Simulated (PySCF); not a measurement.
GeH6OSiTe, SMILES [SiH3]O[Te][GeH3]. Atoms are numbered in the order given.

```xyz
10

Te    -0.0478    -0.4453     0.9051
Ge    -1.0541     1.5443    -0.4156
H     -2.4110     1.8676     0.2430
H     -0.1063     2.7540    -0.3268
H     -1.2467     1.1253    -1.8840
O      1.5669    -0.5487    -0.3226
Si     1.6090    -1.5718    -1.6474
H      1.4660    -3.0028    -1.2440
H      2.9338    -1.3645    -2.2946
H      0.5202    -1.2480    -2.6184
```
Charge 0, spin multiplicity 1.

Geometry optimised at B3LYP-D3(BJ)/def2-SVP. The def2 effective core potentials stand for the cores of Te; spin–orbit coupling is left out. Other conformers were not sampled.

Method: PBE0/def2-TZVP (PySCF).

Atomic charges (e):

```csv
atom,Löwdin,Mulliken
Te1,0.35,0.13
Ge2,0.14,0.05
H3,-0.05,0.03
H4,-0.05,0.03
H5,-0.05,0.04
O6,-0.28,-0.52
Si7,0.08,0.34
H8,-0.05,-0.04
H9,-0.04,-0.03
H10,-0.05,-0.04
```
